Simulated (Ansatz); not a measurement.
**One elementary step**

Start structure (CH6AlBr, closed shell), relaxed at PBE0-D4/def2-TZVP:

```
9
angstrom
Al -1.3668 -0.5811 -0.3831
Br -0.8753 -2.7763 -0.0599
H -1.2358 -0.0276 -1.8529
H -2.0637 0.1792 0.8085
H 0.8911 -0.4349 0.3154
C 1.1011 0.6424 0.2953
H 1.3699 0.9459 1.3055
H 0.2526 1.2481 -0.0339
H 1.9270 0.8041 -0.3950
```

The step: AlH₂Br ([AlH2][Br]) + CH₄ → CH₅Al ([CH3][AlH2]) + HBr (still joined by a long Al–Br bond); bonds formed: Al1–C6, Br2–H5; bonds broken: H5–C6; bonds weakened to dative contacts: Al1–Br2. Computed with Ansatz 0.2.0 (basis: def2-TZVPP and def2-QZVPP); correlated methods freeze the cores. Filled d shells of the heavier atoms are correlated. The def2 sets are not built for correlating such inner shells, so the correlated values are less sure here. Extrapolation: Hartree–Fock as exp(−7.88 √X), correlation as X^−2.97. Energies below are by CCSD(T) at an estimated basis limit (MP2 extrapolated from triple and quadruple zeta, plus CCSD(T) − MP2 in triple zeta).

What are the electronic barrier and the energy of the step, from the start structure to the end structure? (An estimate is asked for; the value comes from the calculation.)

Computed: Barrier 45.43 kcal/mol; step energy 38.45 kcal/mol (uphill); reverse barrier, their difference, 6.97 kcal/mol. Barrier and step energy count from the start structure, the reverse barrier from the end structure.

The saddle point: One imaginary mode of 384i cm⁻¹.
```csv
pair,start (Å),saddle (Å),end (Å)
Al1–C6,2.84,2.02,1.96
Br2–H5,2.96,1.53,1.42
Al1–Br2,2.27,2.69,2.82
H5–C6,1.10,1.77,3.05
```

Zero-point energy (harmonic, PBE0-D4): ZPE is 38.06 kcal/mol at the start and 34.80 kcal/mol at the saddle, so the barrier goes from 45.43 to 42.16 kcal/mol.

T1 diagnostic: at most 0.009. The start structure is not quite a true minimum (one mode of 66i cm⁻¹). The end structure is not quite a true minimum (one mode of 55i cm⁻¹).

Labels in which every atom is bracketed show which atoms are joined, not bond orders.

For scale, one of the runs: CCSD(T)/def2-TZVPP, 205 basis functions, launched by `ansatz run in.yaml --threads 4 --pin off --events-out ev --progress --plain --max-ram 9574MiB`. The run took 15 s on 4 CPU threads of an Intel Xeon 6975P-C (shared host), with 2.8 GiB of host memory at its peak.
